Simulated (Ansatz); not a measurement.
`C[O][Ga]([OH])[Cl]`, 9 atoms. Total charge 0; spin multiplicity 1. Correlated methods include outer-core shells of Ga, which these sets cover unevenly. Scalar relativity is left out up to krypton. All runs use 4 threads of an Arm Neoverse V1 on a shared host. Correlated methods freeze the cores.

(1) How many basis functions does each run have, and how long does it take in Ansatz? RKS PBE-D4/def2-TZVPP energy and forces; RKS revPBE-D4/def2-TZVPP energy; RKS PBE0-D4/def2-QZVPP energy; RKS PBE0-D4/def2-TZVP relaxation (7 steps); RKS PBE0-D4/def2-SVP energy; RHF-CCSD(T)/def2-SVP energy; RKS PBE0-D4/def2-TZVP frequencies; direct RPA on PBE orbitals/def2-TZVPP energy; RKS LC-ωPBE/def2-TZVPP energy; RKS PBE0-D4/def2-TZVPP energy; RKS ωB97M-V/def2-QZVPP energy; RHF-MP2/def2-QZVPP energy. (Estimate.)

## Answers

(1) The calculation gave: Other jobs shared the machine, so times are rough.

```csv
level,job,functions,wall time,peak host memory (GiB)
RKS PBE0-D4/def2-SVP,energy,112,1.6 s,0.44
RKS revPBE-D4/def2-TZVPP,energy,239,3.7 s,0.32
RKS PBE-D4/def2-TZVPP,energy and forces,239,3.9 s,0.32
RKS LC-ωPBE/def2-TZVPP,energy,239,4.3 s,0.45
RKS PBE0-D4/def2-TZVPP,energy,239,6 s,0.68
direct RPA on PBE orbitals/def2-TZVPP,energy,239,8 s,0.58
RKS PBE0-D4/def2-QZVPP,energy,450,12 s,1.8
RHF-CCSD(T)/def2-SVP,energy,112,13 s,0.55
RKS ωB97M-V/def2-QZVPP,energy,450,24 s,2.1
RHF-MP2/def2-QZVPP,energy,450,27 s,2.5
RKS PBE0-D4/def2-TZVP,relaxation (7 steps),202,40 s,0.61
RKS PBE0-D4/def2-TZVP,frequencies,202,3 min,0.62
```

LC-ωPBE has ω = 0.4 bohr⁻¹.
